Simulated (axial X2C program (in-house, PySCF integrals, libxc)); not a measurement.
## Spin–orbit effects down a group: molecules with In, CCSD

Calculated with an in-house relativistic program for diatomic molecules, spin-free (one-electron X2C) or two-component (2c: spin–orbit coupling with atomic mean-field Coulomb and Gaunt terms, which also bring small scalar terms), in Dyall basis sets with cores contracted in-house; open shells are unrestricted.

Basis sets: Br dyall-cv3z, Cl dyall-av3z, F dyall-av3z, I dyall-cv3z, In dyall-cv3z. Frozen shells (counts by l): InF In 4s3p1d, F 1s, 20 electrons correlated; InCl In 4s3p2d, Cl 2s1p, 10 electrons correlated; InBr In 4s3p2d, Br 3s2p1d, 10 electrons correlated; InI I 4s3p2d, In 4s3p2d, 10 electrons correlated. Coupled cluster in natural virtuals with an MP2 remainder. Where the outer core of a metal is frozen, bonds come out longer and ionisation energies lower. Frozen cores can differ along the series, which adds to the trend.

```json
{"molecule": "InF", "spin-free state": "M_S = 0, Λ = 0", "Re (Å)": "1.993", "ωe (cm⁻¹)": "531.6", "De (eV)": "5.54", "2c state": "Ω = 0", "Re 2c (Å)": "1.992", "ωe 2c (cm⁻¹)": "531.5", "De 2c (eV)": "5.35"}
{"molecule": "InCl", "spin-free state": "M_S = 0, Λ = 0", "Re (Å)": "2.420", "ωe (cm⁻¹)": "310.8", "De (eV)": "4.54", "2c state": "Ω = 0", "Re 2c (Å)": "2.440", "ωe 2c (cm⁻¹)": "307.5", "De 2c (eV)": "4.21"}
{"molecule": "InBr", "spin-free state": "?", "Re (Å)": "?", "ωe (cm⁻¹)": "?", "De (eV)": "?", "2c state": "?", "Re 2c (Å)": "?", "ωe 2c (cm⁻¹)": "?", "De 2c (eV)": "?"}
{"molecule": "InI", "spin-free state": "M_S = 0, Λ = 0", "Re (Å)": "2.801", "ωe (cm⁻¹)": "172.6", "De (eV)": "3.42", "2c state": "Ω = 0", "Re 2c (Å)": "2.803", "ωe 2c (cm⁻¹)": "172.1", "De 2c (eV)": "2.99"}
```

Problem. Estimate the 2c Re and ωe of InBr as the mean of its neighbours in the table.

Solution. Re ≈ 2.622 Å, ωe ≈ 239.8 cm⁻¹. The CCSD runs give the row below, so the estimate misses by 0.041 Å and 21.9 cm⁻¹.

```
molecule  spin-free state  Re (Å)  ωe (cm⁻¹)  De (eV)  2c state  Re 2c (Å)  ωe 2c (cm⁻¹)  De 2c (eV)
    InBr   M_S = 0, Λ = 0   2.581      218.1     3.92     Ω = 0      2.581         217.9        3.63
```

Each entry is the lowest single determinant of a limited PBE0 search at one distance. De goes to single-determinant-based atoms at the same level (for ions the charge split of lowest energy) and is withheld (n/a) where an atom does not fit its ground term or J level. Main or longest-lived isotopes.
